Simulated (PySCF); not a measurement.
Two species compared at the same levels of theory.

First species: GeBr2.
SMILES: `[Br][Ge][Br]`

Second species: difluorochloroborane, BClF₂.
Structure used (PBE0-D3(BJ)/def2-SVP), in Å, numbered top down from 1:
```
atom  x, y, z in Å
F1    -0.8583   -1.0587   -0.3339
B2    -0.0712   -0.0126   -0.2733
F3    -0.5190    1.1474   -0.6855
Cl4    1.5522   -0.1571    0.3449
```

Levels: B3LYP/def2-SVPD for dipole moment, HOMO energy, LUMO energy, HOMO–LUMO gap, static isotropic polarisability and electronic spatial extent ⟨r²⟩ about the centre of nuclear charge; TDDFT B3LYP/def2-SVPD for lowest singlet excitation; TDA B3LYP/def2-SVPD for lowest triplet excitation (Tamm–Dancoff); ΔSCF B3LYP/def2-SVPD for vertical ionisation energy; PBE0-D3(BJ)/def2-SVP for rotational constant A and rotational constant C. Geometries: PBE0-D3(BJ)/def2-SVP. Each structure is a single optimised conformer of the isolated species, non-relativistic unless stated; the electronic structure was computed with PySCF and density fitting.

Values for the first species:

- Dipole moment: 1.87 D
- HOMO energy: -7.70 eV
- LUMO energy: -3.48 eV
- HOMO–LUMO gap: 4.22 eV
- Lowest singlet excitation: 3.35 eV
- Lowest triplet excitation (Tamm–Dancoff): 2.55 eV
- Static isotropic polarisability: 79.5 au
- Vertical ionisation energy: 9.91 eV
- Electronic spatial extent ⟨r²⟩ about the centre of nuclear charge: 1104 bohr²
- Rotational constant A: 4.428 GHz
- Rotational constant C: 0.812 GHz

(1) Estimate the same properties for the second species, and the change in each.

## Answers

(1) 
```csv
property,first,second,second less first
dipole moment,1.87 D,0.26 D,-1.61 D
HOMO energy,-7.70 eV,-9.70 eV,-2.00 eV
LUMO energy,-3.48 eV,-0.65 eV,+2.83 eV
HOMO–LUMO gap,4.22 eV,9.05 eV,+4.83 eV
lowest singlet excitation,3.35 eV,7.58 eV,+4.23 eV
lowest triplet excitation (Tamm–Dancoff),2.55 eV,7.40 eV,+4.85 eV
static isotropic polarisability,79.5 au,28.5 au,-51.0 au
vertical ionisation energy,9.91 eV,12.90 eV,+2.99 eV
electronic spatial extent ⟨r²⟩ about the centre of nuclear charge,1104 bohr²,330 bohr²,-774 bohr²
rotational constant A,4.428 GHz,10.420 GHz,+5.992 GHz
rotational constant C,0.812 GHz,3.234 GHz,+2.422 GHz
```

On the first: Point group C2v permits a dipole; with 1.87 D the species has a pure rotational spectrum. The ΔSCF ionisation energy exceeds −ε(HOMO) by 2.21 eV with B3LYP. Relativistic effects, spin–orbit coupling among them, are left out although an element past zinc is present.

On the second: In wavenumbers S1 is 61100 cm⁻¹ (1 eV = 8065.54 cm⁻¹). The polarisability is 4.22 Å³ as a volume (1 au = 0.148185 Å³), or 0.71 au for each of the 40 electrons.
